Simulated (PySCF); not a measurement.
PySCF input (M06-2X/6-311+G**):

```python
from pyscf import gto, dft

mol = gto.M(
    atom='''
    N    -1.64459000   -0.90253400    0.02932600
    B    -0.47632000   -0.26594600    0.00803100
    Cl    1.15216600   -1.12651700   -0.19947100
    Cl   -0.19150300    1.59285900    0.17614900
    H    -2.43754200   -0.28035000    0.15103100
    ''',
    basis='6-311+g**',
    charge=-1,
    spin=0,
    verbose=4,
)

mf = dft.RKS(mol, xc='m062x')
mf.grids.level = 4
mf.conv_tol = 1e-9
mf.max_cycle = 100
mf.max_memory = 1500
mf.kernel()
if not mf.converged:
    mf = mf.newton()
    mf.kernel(mf.make_rdm1())
mf.dip_moment()
```

From the output:

```
SCF conv_tol_grad = None
SCF max_cycles = 100
direct_scf = True
direct_scf_tol = 1e-13
XC library pyscf.dft.libxc version 7.1.2
    S. Lehtola, C. Steigemann, M. J. T. Oliveira, and M. A. L. Marques,  SoftwareX 7, 1–5 (2018)
XC functionals = m062x
    Y. Zhao and D. G. Truhlar,  Theor. Chem. Acc. 120, 215 (2008)
    Y. Zhao and D. G. Truhlar,  Theor. Chem. Acc. 120, 215 (2008)
radial grids:
    Treutler-Ahlrichs [JCP 102, 346 (1995); DOI:10.1063/1.469408] (M4) radial grids

becke partition: Becke, JCP 88, 2547 (1988); DOI:10.1063/1.454033
pruning grids: <function nwchem_prune>
grids dens level: 4
symmetrized grids: False
atomic radii adjust function: <function treutler_atomic_radii_adjust>
small_rho_cutoff = 0
Set gradient conv threshold to 3.16228e-05
Initial guess from minao.
tot grids = 129072
init E= -1000.88442680591
  HOMO = -0.329283443418617  LUMO = -0.014307891447182  gap/eV = 8.57092
cycle= 1 E= -1000.66796827434  delta_E= 0.216  |g|= 0.578  |ddm|= 2.05
  HOMO = -0.00397564630061908  LUMO = 0.137221370377834  gap/eV = 3.84217
cycle= 2 E= -1000.61636364587  delta_E= 0.0516  |g|= 0.794  |ddm|= 1.47
  HOMO = -0.116700597709427  LUMO = 0.137066387163458  gap/eV = 6.90535
cycle= 3 E= -1000.7544860318  delta_E= -0.138  |g|= 0.0844  |ddm|= 0.954
  HOMO = -0.1186067847996  LUMO = 0.135841387826759  gap/eV = 6.92389
cycle= 4 E= -1000.75625697438  delta_E= -0.00177  |g|= 0.0274  |ddm|= 0.111
  HOMO = -0.121194905541974  LUMO = 0.135890607137662  gap/eV = 6.99565
cycle= 5 E= -1000.75644438174  delta_E= -0.000187  |g|= 0.0056  |ddm|= 0.0386
  HOMO = -0.120879800760937  LUMO = 0.135894732362532  gap/eV = 6.98719
cycle= 6 E= -1000.75645678914  delta_E= -1.24e-05  |g|= 0.0026  |ddm|= 0.0136
  HOMO = -0.121323088307586  LUMO = 0.135882079019121  gap/eV = 6.99891
cycle= 7 E= -1000.75645915374  delta_E= -2.36e-06  |g|= 0.000761  |ddm|= 0.00593
  HOMO = -0.121198553899276  LUMO = 0.135896797589295  gap/eV = 6.99592
cycle= 8 E= -1000.75645937836  delta_E= -2.25e-07  |g|= 0.000152  |ddm|= 0.00161
  HOMO = -0.121211570639704  LUMO = 0.135894285262384  gap/eV = 6.99621
cycle= 9 E= -1000.75645938772  delta_E= -9.36e-09  |g|= 3.01e-05  |ddm|= 0.000441
  HOMO = -0.121214343548839  LUMO = 0.135894657812162  gap/eV = 6.99629
cycle= 10 E= -1000.75645938807  delta_E= -3.49e-10  |g|= 1.22e-05  |ddm|= 8.36e-05
  HOMO = -0.121215058982012  LUMO = 0.135894516855295  gap/eV = 6.99631
Extra cycle  E= -1000.75645938809  delta_E= -1.82e-11  |g|= 9.82e-06  |ddm|= 2.79e-05
converged SCF energy = -1000.75645938809

WARN: System has nonzero charge -1; the dipole moment is origin-dependent.
Location of origin: [0. 0. 0.]

Dipole moment(X, Y, Z, Debye):  1.48762,  2.16701,  0.11087
```

The dipole moment of an ion depends on the origin.

The geometry given is a B3LYP-D3(BJ)/def2-TZVP minimum.
